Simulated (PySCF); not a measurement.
Compound: C2H4BCl3.
SMILES with atom numbers: `[Cl:1][CH2:2][CH2:3][B:4]([Cl:5])[Cl:6]` (hydrogens: H7, H8 on C2; H9, H10 on C3)

Method: PBE0-D3(BJ)/def2-SVP geometry optimisation, gas phase in PySCF 2.14.0; density fitting, grid level 1; the optimiser is geomeTRIC in internal coordinates, started from a GFN2-xTB structure with every atom displaced at random (about 0.01 Å).

Geometry at step 0:
```
atom  x, y, z in Å
Cl1    -2.6677   -0.3904    0.1649
C2     -0.9472   -0.6722    0.3821
C3     -0.1460    0.4993   -0.1624
B4      1.4856    0.3423   -0.0157
Cl5     2.4868    1.5777   -0.5863
Cl6     2.1445   -1.0550    0.6929
H7     -0.7714   -0.8112    1.4527
H8     -0.6962   -1.5865   -0.1496
H9     -0.3873    0.6611   -1.1863
H10    -0.4508    1.4139    0.3632
```

**Question.** Give the atomic forces at this geometry.

**Answer.** 
| atom | Fx (eV/Å) | Fy (eV/Å) | Fz (eV/Å) |
| --- | --- | --- | --- |
| Cl1 | -0.816 | 0.035 | -0.055 |
| C2 | 0.567 | 0.578 | -0.129 |
| C3 | 1.719 | -0.704 | 1.625 |
| B4 | -3.092 | 0.130 | -0.224 |
| Cl5 | 1.036 | 1.196 | -0.543 |
| Cl6 | 0.664 | -1.159 | 0.611 |
| H7 | 0.072 | -0.132 | 0.124 |
| H8 | 0.086 | -0.421 | -0.065 |
| H9 | -0.265 | 0.240 | -1.404 |
| H10 | 0.029 | 0.236 | 0.058 |

The largest, 3.10 eV/Å, acts on B4; the rms over all components is 0.902 eV/Å. The forces sum to zero within rounding, as they must for an isolated molecule in no field.

**Question.** Give the force on B4 in Eh/bohr and in nN.

**Answer.** 3.103 eV/Å ÷ 51.422 = 0.06034 Eh/bohr, and 3.103 eV/Å × 1.602 = 4.97 nN.

**Question.** How far is this geometry from the end of the optimisation?

**Answer.** 0.206 eV above it, and 0.050 Å rms away after alignment. The bonds farthest from their final lengths, with half the difference of the two atoms' forces along the bond (positive lengthens):

```json
{"bond": "C3–B4", "now (Å)": "1.646", "final (Å)": "1.564", "force along bond (eV/Å)": "-2.51"}
{"bond": "B4–Cl5", "now (Å)": "1.689", "final (Å)": "1.751", "force along bond (eV/Å)": "+1.67"}
{"bond": "B4–Cl6", "now (Å)": "1.700", "final (Å)": "1.754", "force along bond (eV/Å)": "+1.43"}
{"bond": "C3–H9", "now (Å)": "1.064", "final (Å)": "1.106", "force along bond (eV/Å)": "+1.75"}
{"bond": "Cl1–C2", "now (Å)": "1.757", "final (Å)": "1.790", "force along bond (eV/Å)": "+0.63"}
{"bond": "C2–H8", "now (Å)": "1.087", "final (Å)": "1.098", "force along bond (eV/Å)": "+0.35"}
```

The angle farthest from its final value is Cl5–B4–Cl6, 120.8° against 118.0°.

Of the 6 listed bonds off by 0.010 Å or more, this force points towards the final length in 6.

What follows is the cost of the whole optimisation. Hardware: one thread of an Arm Neoverse V1, no GPU, shared host. Cost: 51 s wall, 0.48 GiB resident at most.
